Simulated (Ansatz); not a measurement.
Mulliken charges of CH$_{4}$F$_{2}$SSi (`F[SiH2]C(F)S`) from B3LYP/def2-TZVPP in Ansatz (PBE0-D4/def2-TZVP geometry).

```json
{"atom": "F1", "x (Å)": "-0.519", "y (Å)": "-0.707", "z (Å)": "1.976", "charge (e)": "-0.319"}
{"atom": "Si2", "x (Å)": "0.252", "y (Å)": "0.301", "z (Å)": "1.009", "charge (e)": "0.551"}
{"atom": "C3", "x (Å)": "0.338", "y (Å)": "-0.466", "z (Å)": "-0.718", "charge (e)": "0.065"}
{"atom": "F4", "x (Å)": "1.202", "y (Å)": "0.318", "z (Å)": "-1.481", "charge (e)": "-0.228"}
{"atom": "S5", "x (Å)": "-1.269", "y (Å)": "-0.645", "z (Å)": "-1.473", "charge (e)": "-0.120"}
{"atom": "H6", "x (Å)": "-0.514", "y (Å)": "1.567", "z (Å)": "0.919", "charge (e)": "-0.078"}
{"atom": "H7", "x (Å)": "1.613", "y (Å)": "0.514", "z (Å)": "1.551", "charge (e)": "-0.071"}
{"atom": "H8", "x (Å)": "0.749", "y (Å)": "-1.480", "z (Å)": "-0.690", "charge (e)": "0.104"}
{"atom": "H9", "x (Å)": "-1.764", "y (Å)": "0.551", "z (Å)": "-1.109", "charge (e)": "0.098"}
```

**Question.** By hand: the dipole of these point charges (1 e Å = 4.8032 D).

**Answer.** Σ q r = (0.035, 0.107, 0.031) e Å, of length 0.117 e Å = 0.56 D.

**Question.** How does the dipole of the full density compare? (Estimate.)

**Answer.** Ansatz gave: (0.010, 0.083, 0.102) e Å, 0.63 D; the point charges give 0.89 times that, at 36° from its direction.

Point charges leave out the atoms' own dipoles, such as those of lone pairs, and Mulliken's split depends on the basis, so the two needn't agree.

B3LYP here is the variant with VWN-RPA as its local correlation; programs differ in this.
